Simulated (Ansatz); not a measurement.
F3OV, SMILES `[O]=[V]([F])([F])[F]`, relaxed with RKS PBE-D4/def2-SVP in the Gaussian-basis code of Ansatz from a rough embedded geometry. The force threshold is 0.03 eV/Å; the program also tests the step.

Total charge 0; spin multiplicity 1.

Start:

```xyz
5

O     0.526    0.196    1.746
V     0.011   -0.018    0.025
F    -0.364   -1.885   -0.376
F     1.388    0.653   -1.101
F    -1.561    1.055   -0.295
```

Q: How much energy does the relaxation release, and in how many steps? (Estimate.)

A: Computed: 261.50 kJ/mol, in 4 steps.

Q: Which bonds change most? (An estimate is asked.)

A: The calculation gave: O1–V2 from 1.809 to 1.564 Å; V2–F3 from 1.946 to 1.718 Å; V2–F5 from 1.931 to 1.718 Å; V2–F4 from 1.901 to 1.718 Å.

Q: Give the relaxed structure. (Best estimate.)

A: The calculation gave: 
```xyz
5

O     0.441    0.148    1.505
V     0.003    0.001    0.011
F    -0.309   -1.659   -0.300
F     1.281    0.573   -0.985
F    -1.416    0.938   -0.231
```
